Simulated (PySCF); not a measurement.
# Worked example: entropy of an ideal gas

HfO, SMILES [O]=[Hf], multiplicity 1.

Geometry: PBE-D3(BJ)/def2-TZVPD. The multiplicity is an assumed one; other spin states were not compared. The def2 effective core potentials stand for the cores of Hf; spin–orbit coupling is left out.

PySCF with PBE-D3(BJ)/def2-TZVPD gives the harmonic wavenumbers 953 cm⁻¹ and the rotational temperature 0.5464 K. The molar mass is 194.49 g/mol, the symmetry number 1, the spin multiplicity 1.

Q: Work out the entropy at 298.15 K and 1 atm in the rigid-rotor, harmonic-oscillator model.

A: 
Translation (Sackur–Tetrode at 1 atm): S = R[1.5 ln M + 2.5 ln T − 1.16487] = 174.5 J/(mol K).
Rotation: q = T/(σ θ) = 546, S = R[ln q + 1] = 60.7 J/(mol K).
Vibration: with u = 1.4388 ν/T, each mode gives R[u/(e^u − 1) − ln(1 − e^−u)]:
```tsv
ν (cm⁻¹)	modes	u	S (J/(mol K))
953	1	4.60	0.47
```
These are all the modes. Sum 0.5 J/(mol K).
Spin: R ln 1 = 0.0 J/(mol K).
Total 235.7 J/(mol K); the program's own thermochemistry gives 235.7. Translation makes up 74 % and vibration 0 %. Anharmonicity, hindered rotation and orbital degeneracy are left out.
